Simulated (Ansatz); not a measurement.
`COB(S)Cl` + H₂ → `SBCl` + CH₃OH  (hydrogenolysis of a B–O bond)

Gas-phase electronic energies from Ansatz, PBE0-D4/def2-TZVP geometries. CBS: def2 TZ/QZ extrapolation, frozen cores. DFT in def2-TZVPP. B3LYP here is the variant with VWN-RPA as its local correlation; programs differ in this. One conformer a species, not always the lowest.

`COB(S)Cl`:

Cartesian coordinates in Å:
```
C 0.759 0.462 -1.099
O -0.367 0.248 -0.264
B -0.315 -0.445 0.883
S -1.790 -0.678 1.896
Cl 1.188 -1.171 1.474
H 1.163 -0.487 -1.457
H 0.420 1.057 -1.946
H 1.543 1.002 -0.563
H -2.601 0.011 1.075
```

H₂:

```xyz
2

H    -0.252    0.025   -0.274
H     0.252   -0.025    0.274
```

`SBCl`:

Z-matrix (Å, degrees):
```
B
S 1 1.779
Cl 1 1.745 2 118.6
H 1 1.189 2 122.1 3 180.0
H 2 1.343 1 96.0 3 -180.0
```

CH₃OH:

Z-matrix (Å, degrees):
```
C
O 1 1.409
H 1 1.097 2 112.4
H 1 1.090 2 107.0 3 -118.5
H 1 1.097 2 112.4 3 123.0
H 2 0.959 1 108.5 3 -61.6
```

CCSD(T)/CBS gives +25.8 kcal/mol.

Question: Another level gave +24.9 kcal/mol. Which?
A. HF/def2-TZVPP
B. MP2/def2-TZVPP
C. B3LYP/def2-TZVPP
D. PBE0-D4/def2-TZVPP

Answer: D. PBE0-D4 24.9, HF/def2-TZVPP 22.0, B3LYP 23.4, MP2/def2-TZVPP 27.1 kcal/mol.

Largest T1 diagnostic among the species: 0.013.

The D4 term adds +2.7 kcal/mol with B3LYP and +1.5 kcal/mol with PBE0; it sums over pairs of atoms, weighted by their polarisabilities, and B3LYP, whose exchange is more repulsive, gets the larger term. In def2-TZVPP, CCSD(T) changes the Hartree–Fock value by +3.5 kcal/mol (the triples alone add +1.0 kcal/mol) and MP2 by +5.1 kcal/mol.
